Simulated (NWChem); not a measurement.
SeCl2; SMILES Cl[Se]Cl

All runs: NWChem. Pople sets run with spherical d functions. Geometry: optimised at B3LYP/6-31G* (spherical d). Level M06-L/6-31G*: energy and gradient on several grids; changes count from the extra-fine grid, which is no exact limit either.

```csv
grid,size of the energy change (μHa),largest change of a gradient component (μHa/bohr)
xcoarse,5000,300
coarse,30,200
medium,< 10,< 30
fine,< 10,< 30
xfine,< 10,< 30
```
